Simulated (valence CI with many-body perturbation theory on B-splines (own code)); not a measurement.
## Sensitivity of CI+MBPT for In⁹⁺

Computed by relativistic CI+MBPT: four valence electrons over a frozen Dirac-Fock core [Kr], radial functions for each j: 6 s, 6 p, 5 d, 5 f, 1 g, with the one-electron correlation potential Σ1 (screened to all orders), the two-electron term Σ2, the three-electron term Σ3, Breit, model QED; selected single and double excitations, second order for the rest, scaled by the run's own slope (own B-spline code, finite nucleus).

No measured levels were compared; by estimate terms of the open shell hold to 2 to 4 % of their energy, and close levels can change places. Only levels of the ground parity were solved; by the run's estimate the other parity begins above the list, which can be wrong where configurations are misplaced.

The reference run has the lowest level 4d4 5D_0 and an ionisation energy of 178.853 eV. Its largest variational space holds 9930 state functions.

Names give the largest LS component (configuration and term), which can be under half, so a name can repeat, a term be missing and a line seem to break the LS rules; names also repeat where a configuration has a term twice.

Changed runs:
A. correlating orbitals by l 3 3 3 3 1 → 4 4 0 0 0; core polarisation of operators on → off
B. natural orbitals for correlation on → off
C. correlating orbitals by l 3 3 3 3 1 → 4 4 3 0 0; Breit term on → off
D. highest l in the core sums 6 → 1 (bad on purpose)

Excitation energies of the reference run in cm⁻¹, and shifts in cm⁻¹:

```tsv
Level	Reference	A	B	C	D
4d4 5D_1	2273	-101	-92	+62	+207
4d4 5D_2	5141	-146	-134	+164	+301
4d4 5D_3	8092	-134	-123	+288	+297
4d4 5D_4	10982	-71	-67	+431	+215
4d4 3P_0	25452	+1303	+1191	+1021	-3062
4d4 3H_4	26700	+1186	+1074	+1091	+3557
4d4 3H_5	31057	+1135	+1031	+1284	+4679
4d4 3G_3	31892	+1327	+1201	+1250	+1626
4d4 3P_1	32718	+1392	+1279	+1351	-2800
4d4 3H_6	33617	+1177	+1071	+1436	+5134
4d4 3F_2	33731	+1444	+1310	+1364	-199
4d4 3F_4	36149	+1225	+1111	+1422	+2147
Ionisation energy (eV)	178.853	+0.033	-0.034	-0.080	-0.752
```
